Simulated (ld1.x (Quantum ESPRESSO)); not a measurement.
**iron: one change to a TM potential, before and after**

```json
{"Element": "Fe", "Generator": "ld1.x (Quantum ESPRESSO) 7.5", "Type": "norm-conserving Troullier–Martins (Kleinman–Bylander form)", "Functional": "PBE", "Relativity": "scalar-relativistic", "Frozen core": "[Ar]", "Valence charge": "8", "Reference configuration": "3d6 4s2 4p0", "Partial waves": "4s (bound): rc 2.35 bohr; 4p (bound, empty): rc 3.40 bohr; 3d (bound): rc 0.95 bohr", "Local potential": "the d channel", "Core correction": "Bessel-smoothed model core inside 0.95 bohr"}
```

Change: core correction none.

Cutoffs: the cutoffs (Ry, on a coarse ladder) from which the occupation-weighted sum of valence levels, in a spherical-Bessel basis at the reference potential, stays within 10 and 1 mRy of its value at 400 Ry; they do not see the model core or the augmentation charge, which bear on the density cutoff. Errors are all-electron minus pseudo energies relative to the spin-unpolarised reference configuration.

Question: Predict the effect on cutoff, ghosts and configuration errors.

Answer: The potential gets neither clearly harder nor softer (200 Ry and 260 Ry → 200 Ry and 260 Ry); both files keep a bound ghost (p, s); of the 7 tests that both files solve, the error grows in 2 and shrinks in 3 by more than 15 % and 0.3 meV (median size 53.3 → 75.6 meV).

| quantity | base | changed |
| --- | --- | --- |
| cutoff, loose | 200 Ry | 200 Ry |
| cutoff, tight | 260 Ry | 260 Ry |
| bound ghosts | s, p | s, p |
| error for 3d6 4s1 4p0, meV [ΔE 8.73 eV] | -6.6 | +6.9 |
| error for 3d6 4s0 4p0, meV [ΔE 24.93 eV] | -53 | +76 |
| error for 3d5 4s0 4p0, meV [ΔE 59.16 eV] | -171 | +196 |
| error for 3d7 4s0 4p0, meV [ΔE 6.64 eV] | -234 | -154 |
| error for 3d6.5 4s1.5 4p0, meV [ΔE -0.73 eV] | -35 | -26 |
| error for 3d6 4s0 4p2, meV [ΔE 8.46 eV] | -1.1 | +24 |
| error for 3d7 4s1 4p0, meV [ΔE -0.79 eV] | -115 | -85 |
| s: phases at 3.71 bohr within 0.05 rad from the reference energy up to (Ry; the scan ends near 5) | 0.7 | 0.7 |
| p: phases at 3.71 bohr within 0.05 rad from the reference energy up to (Ry; the scan ends near 5) | 1.4 | 1.4 |
| d: phases at 3.71 bohr within 0.05 rad from the reference energy up to (Ry; the scan ends near 5) | 3.2 | 3.2 |

Base: These tests converged, but a pseudo level misses the all-electron one widely, so the file describes the atom poorly there or has found another state: 3d5 4s0 4p0: empty 4s by 8.1 eV. A true bound ghost makes a file unfit for plane-wave use even where its test errors are small: the radial tests pick states by their node count and pass the ghost by.
